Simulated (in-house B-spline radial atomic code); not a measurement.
How numerical settings move a run on S²⁺, [Ne] 3s2 3p2. Computed with an all-electron radial atomic-structure program (B-spline basis): scalar-relativistic (X2C) r2SCAN0, spherical fractional occupations, Fermi nucleus of rms radius 3.2611 fm.

Command:
```bash
python run_scf.py task.json out
```
Settings of the sound reference run:
```
Z                16
electrons        14
configuration    [Ne] 3s2 3p2
hamiltonian      x2c
method           r2scan0
spin_polarised   False
nucleus          fermi
rms_radius       3.2611
mass_number      32
atomic_mass      31.97207
speed_of_light   137.036
knot_spacing     0.22
spline_order     8
gauss_points     12
box_radius       22.22
max_iterations   70
damping          0.5
damped_steps     3
diis_vectors     10
tolerance        1e-08
start            Thomas-Fermi
```

Cost of the run: 0.4 s on 1 thread of Arm Neoverse N1, with other jobs on the host.

It converges in 8 iterations to -397.801044 hartree, with 3p at -27.6099 eV. The other runs change the listed settings, some to values that make no sense; their results aren't properties of the atom or ion. Radii are in bohr (the nuclear one in fm), a minus after a letter asks for a j subshell, and «unchanged» means within 1e-8 hartree. The run stops when the residual is below 10 × tolerance × max(1, Z/10), or a noise floor if that is larger, and the energy moves by less than 1e-8 × √|E| hartree; so very loose and very tight tolerances often act alike.

| changed settings | outcome |
| --- | --- |
| tolerance = 1e-06 | converged in 6 iterations, energy unchanged, 3p level -6.9e-05 eV |
| knot_spacing = 2, spline_order = 5, gauss_points = 6, max_iterations = 50 | converged in 7 iterations, energy +7.33e+01 hartree from the reference, 3p level -2.8e+00 eV (the program warns: 1s reaches the box edge; 2s reaches the box edge) |
| electrons = 17, configuration = [Ne] 3s2 3p2 4s3, max_iterations = 75 | stopped with error: shell 4s holds at most 2 electrons |
| first_knot = 0.000625 | converged in 8 iterations, energy +3.84e-05 hartree from the reference, 3p level -9.9e-06 eV |
| electrons = 22, configuration = [Ne] 3s2 3p2 5s2 5p6, max_iterations = 100 | converged in 11 iterations to -397.2701 hartree, a different physical problem (warning: 5s has a positive eigenvalue: unbound, held by the box) |
| max_iterations = 3 | not converged after 3 iterations, last residual 5.1e-04, last energy +2.24e-06 hartree from the reference |
| spline_order = 3, gauss_points = 3, max_iterations = 75, damping = 0.95, diis_vectors = 20 | converged in 8 iterations, energy +7.28e-03 hartree from the reference, 3p level -2.2e-03 eV |
| first_knot = 6.25e-06 | converged in 7 iterations, energy +7.66e-07 hartree from the reference, 3p level +1.8e-06 eV |
| max_iterations = 5 | not converged after 5 iterations, last residual 1.9e-05, last energy +4.57e-09 hartree from the reference |
| spline_order = 4, gauss_points = 4, max_iterations = 12, damped_steps = 1 | converged in 6 iterations, energy +1.34e-04 hartree from the reference, 3p level +3.4e-04 eV |
| first_knot = 6.25e-05 | converged in 8 iterations, energy +6.92e-06 hartree from the reference, 3p level +4.1e-05 eV |
| hamiltonian = dirac, method = revtpss,revtpss | stopped with error: meta-GGAs are not served with the Dirac Hamiltonian |
| first_knot = 0.00625 | converged in 8 iterations, energy -4.67e-05 hartree from the reference, 3p level +4.0e-05 eV |

Task: What happens with max_iterations = 12?

Result: Converged in 8 iterations, energy unchanged.

Task: What happens with first_knot = 0.0187?

Result: Converged in 8 iterations, energy +2.48e-03 hartree from the reference, 3p level -1.8e-05 eV.

Task: What happens with first_knot = 0.188?

Result: Converged in 8 iterations, energy +2.73e-01 hartree from the reference, 3p level -6.1e-03 eV.

Task: What happens with first_knot = 0.0625?

Result: Converged in 8 iterations, energy +3.07e-02 hartree from the reference, 3p level -6.9e-04 eV.
